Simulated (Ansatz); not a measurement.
Basis-set series for `[F][AlH][SbH2]`. The species carries charge 0 and has multiplicity 1. Sb takes the def2 core potential. Geometry: relaxed with PBE0-D4/def2-TZVP.

| functional | basis | functions | energy (Eh) | HOMO (eV) | LUMO (eV) |
| --- | --- | --- | --- | --- | --- |
| PBE0-D4 | def2-SVP | 73 | -584.02658 | -7.14 | -1.37 |
| PBE0-D4 | def2-TZVPP | 165 | -584.24995 | -7.18 | -1.50 |
| ωB97M-V | def2-SVP | 73 | -584.13720 | -9.04 | 0.35 |
| ωB97M-V | def2-TZVPP | 165 | -584.36448 | -9.11 | 0.15 |

Question: Give the rows for def2-QZVPP. (Estimate.)

Answer: Computed: 
```tsv
functional	basis	functions	energy (Eh)	HOMO (eV)	LUMO (eV)
PBE0-D4	def2-QZVPP	299	-584.26542	-7.19	-1.53
ωB97M-V	def2-QZVPP	299	-584.37955	-9.12	0.00
```

Positive LUMOs are unbound and depend on the basis.
